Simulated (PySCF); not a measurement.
Compound: C₄H₈Al₂Cl₃F.
Structure used (GFN2-xTB), in Å, numbered top down from 1:
```xyz
18
C4H8Al2Cl3F angstrom
F      4.3785    2.2919    0.0049
Al     3.8235    0.8286   -0.5183
Cl     4.9723   -0.6875   -1.1898
Cl     2.3704    0.1924    1.0079
Al     0.7476    0.7224   -0.3577
C     -0.5023   -0.7726   -0.6717
C     -1.8083   -0.1227   -1.2094
C     -2.5363   -0.5263    0.0735
C     -1.1965   -0.8780    0.7199
Cl     2.1676    1.3112   -1.9028
H      0.1605    2.0452    0.1804
H     -0.3689   -1.7646   -1.1061
H     -1.7232    0.9648   -1.3068
H     -2.2082   -0.5245   -2.1382
H     -3.1135    0.2562    0.5637
H     -3.1719   -1.3997   -0.0650
H     -0.8599   -0.0924    1.4094
H     -1.1401   -1.8380    1.2298
```

NICS = −σ at a ghost point: NICS(0) at the centroid of the ring atoms, NICS(1) 1 Å to either side along the normal of their mean plane, zz for the tensor component along that normal. Level: GIAO PBE0/pcSseg-1 (PySCF, non-relativistic, gas phase) on the GFN2-xTB geometry, one conformer.

Ring bond lengths (Å), with Mayer bond orders in brackets: C6–C7 1.555 (0.99), C7–C8 1.529 (1.04), C8–C9 1.529 (1.04), C9–C6 1.559 (0.97).

**Question.** What do the NICS probes read (ppm)?

**Answer.** 
```csv
ring,type,NICS(0),"NICS(1), two faces","NICS(1)zz, two faces",rms pucker (Å),"centre to ring atoms, mean (Å)"
C6–C7–C8–C9,4-membered carbocycle; formal bonds all single,2.9,1.4 / 0.4,6.8 / 7.3,0.08,1.09
```

**Question.** What can be read from them?

**Answer.** 
- C6–C7–C8–C9: mean NICS(1)zz 7.1 ppm, deshielded. C6, C7, C8, C9 have four or more neighbours; no verdict on aromaticity is drawn.

**Question.** What is the mean of the two in-plane components of NICS at the first NICS(1) probe listed for ring C6–C7–C8–C9, 1 Å off the ring?

**Answer.** The isotropic value is a third of the trace: (3 × 1.4 − (6.8))/2 = -1.3 ppm.

**Question.** List the ring angles and the Hirshfeld charges of the ring atoms.

**Answer.** 
- C6–C7–C8–C9: C6 87.9° (-0.184 e), C7 90.0° (-0.074 e), C8 89.9° (-0.068 e), C9 89.8° (-0.072 e); sum 357.6° against 360° for a flat convex ring.
